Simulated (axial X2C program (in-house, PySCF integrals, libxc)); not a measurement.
**Correcting the dissociation energy of Te₂ for spin–orbit coupling**

A spin-free CCSD(T) curve (one-electron X2C) was computed with an in-house all-electron X2C program for linear molecules (integrals from PySCF), basis Te dyall-cv3z [11s12p8d4f1g] (cores contracted in-house), for the state M_S = 1, Λ = 0 (beyond evenly filled blocks: π+α, π-α). It gives D0 = 2.642 eV to Te + Te, which in a spin-free picture are the weighted means of the ground terms.

Correlated methods: 12 electrons correlated (number of frozen shells: Te 4 s, 3 p, 2 d), 296 virtual spin orbitals or spinors in MP2, 110 natural virtuals in coupled cluster.

Measured levels of the ground terms (NIST Handbook of Basic Atomic Spectroscopic Data), in cm⁻¹: Te 3P: J = 2 at 0, J = 0 at 4706.5, J = 1 at 4750.7.

The molecular state has Λ = 0, so it has no first-order lowering.

How far does each ground level lie under the (2J+1)-weighted mean of its term?

Te: (5 × 0 + 1 × 4706.5 + 3 × 4750.7)/9 = 2107 cm⁻¹, counted twice.

Correct D0.

D0 = 2.642 + (0 − 4214)/8065.5 = 2.120 eV at CCSD(T) with these spin–orbit terms.

Second-order spin–orbit effects in the molecule, which grow quickly with Z, are left out. One determinant describes the state; a PBE0 search over occupations chose it and may have missed a lower one. De is counted from the lowest determinant-based energies of the atoms at the same level, without counterpoise correction. Coupled cluster ran in a truncated set of natural virtual spinors; the MP2 energy of the rest was added. (T) has no such correction and the atoms are truncated less, which lowers De at CCSD(T) by a hundredth of an eV or more. PBE0 can misorder states that lie within some tenths of an eV, so this need not be the ground state of the molecule. The nearest other spin-free determinant of the search, M_S = 0, Λ = 2, lies 0.53 eV up at the distance of the search. With the outer-core shells frozen, correlated bond lengths of heavy atoms tend to come out a few hundredths of an ångström too long.
